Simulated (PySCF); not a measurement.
CaO, SMILES [O]=[Ca].

Geometry optimised at PBE0-D3(BJ)/def2-TZVPD.

All values below come from C-PCM-PBE0/def2-TZVPD (PySCF 2.14.0).

The values are the electrostatic part of the solvation free energy, E(continuum) − E(gas) at the gas-phase geometry, in a cavity of scaled van der Waals radii (PySCF's table); cavitation and dispersion terms are not included. A continuum can't describe solvent molecules that bind to the metal. In vacuum the orbital gap is 2.91 eV. The dipole moment in vacuum is 9.00 D.

Question: Estimate the values in water (ε = 78.36), acetone (ε = 20.49), 2-propanol (ε = 19.26). (An estimate is asked for; the answer gives what the named calculation found.)

Answer: 
| solvent | ε | ΔG(elec) (kcal/mol) | dipole (D) | gap (eV) |
|---|---|---|---|---|
| water | 78.36 | -35.9 | 12.57 | 4.95 |
| acetone | 20.49 | -34.2 | 12.44 | 4.85 |
| 2-propanol | 19.26 | -34.1 | 12.43 | 4.85 |
